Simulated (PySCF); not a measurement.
Molfile (atoms numbered from 1):
```
C4H9FSi
     RDKit          3D

 15 15  0  0  0  0  0  0  0  0999 V2000
    1.8277    0.1232   -1.4377 F   0  0  0  0  0  0  0  0  0  0  0  0
    1.8340    0.4488   -0.0975 C   0  0  0  0  0  0  0  0  0  0  0  0
    0.4411    0.3524    0.4841 C   0  0  2  0  0  0  0  0  0  0  0  0
   -0.1637   -1.0681    0.4777 C   0  0  0  0  0  0  0  0  0  0  0  0
   -1.5867   -0.7466   -0.0222 C   0  0  0  0  0  0  0  0  0  0  0  0
   -1.0461    1.0104   -0.5459 Si  0  0  0  0  0  4  0  0  0  0  0  0
    2.5322   -0.2483    0.3825 H   0  0  0  0  0  0  0  0  0  0  0  0
    2.2273    1.4689   -0.0313 H   0  0  0  0  0  0  0  0  0  0  0  0
    0.4847    0.7585    1.4962 H   0  0  0  0  0  0  0  0  0  0  0  0
   -0.1354   -1.5649    1.4476 H   0  0  0  0  0  0  0  0  0  0  0  0
    0.3626   -1.6945   -0.2414 H   0  0  0  0  0  0  0  0  0  0  0  0
   -2.3126   -0.7623    0.7886 H   0  0  0  0  0  0  0  0  0  0  0  0
   -1.9442   -1.4263   -0.7915 H   0  0  0  0  0  0  0  0  0  0  0  0
   -0.7759    1.2014   -1.9658 H   0  0  0  0  0  0  0  0  0  0  0  0
   -1.7495    2.1555    0.0348 H   0  0  0  0  0  0  0  0  0  0  0  0
  1  2  1  0
  2  3  1  0
  3  4  1  0
  4  5  1  0
  5  6  1  0
  6  3  1  0
  2  7  1  0
  2  8  1  0
  3  9  1  1
  4 10  1  0
  4 11  1  0
  5 12  1  0
  5 13  1  0
  6 14  1  0
  6 15  1  0
M  END
```

Geometry: GFN2-xTB; GIAO shifts from PySCF, gas phase, non-relativistic, averaged over equivalent atoms.

At LC-wPBE/6-31G* (106 basis functions, 16 s wall time on 1 thread of an Intel Xeon Platinum 8488C, shared host):
```csv
atoms,δ (ppm)
F1,-214.3
C2,80.9
C3,27.4
C4,21.5
C5,4.6
Si6,-14.6
H14,5.03
H15,4.84
H7,4.63
H8,4.52
H11,2.45
H10,2.20
H9,1.81
H12,1.28
H13,1.12
```

References, each an isolated molecule treated in the same way: 19F (σ = 222.12 ppm) against CFCl3; TMS for 13C (σ = 200.75 ppm), 29Si (σ = 418.54 ppm), 1H (σ = 32.47 ppm).

Estimate the result of repeating the calculation with B97-D/pcseg-1.

Results:


| atoms | δ at B97-D/pcseg-1 | change |
| --- | --- | --- |
| F1 | -249.1 | -34.8 |
| C2 | 88.5 | +7.6 |
| C3 | 38.0 | +10.6 |
| C4 | 30.6 | +9.1 |
| C5 | 8.8 | +4.2 |
| Si6 | -45.7 | -31.1 |
| H14 | 4.91 | -0.12 |
| H15 | 4.78 | -0.06 |
| H7 | 4.84 | +0.21 |
| H8 | 4.73 | +0.21 |
| H11 | 2.64 | +0.19 |
| H10 | 2.46 | +0.26 |
| H9 | 2.02 | +0.21 |
| H12 | 1.50 | +0.22 |
| H13 | 1.30 | +0.18 |

Scale: CFCl3 for 19F (σref 160.54); 13C (σref 191.56) and 29Si (σref 327.45) and 1H (σref 31.98) vs TMS (reference shieldings calculated alike).

The largest change is at F1 (fluorine on an sp3 carbon). Cost: 133 basis functions, 17 s wall time on 1 thread of an Intel Xeon Platinum 8488C, shared host. The order of the carbon signals is the same at both levels.

Unscaled 19F shifts against computed CFCl3 carry errors that often reach 10 to 50 ppm.
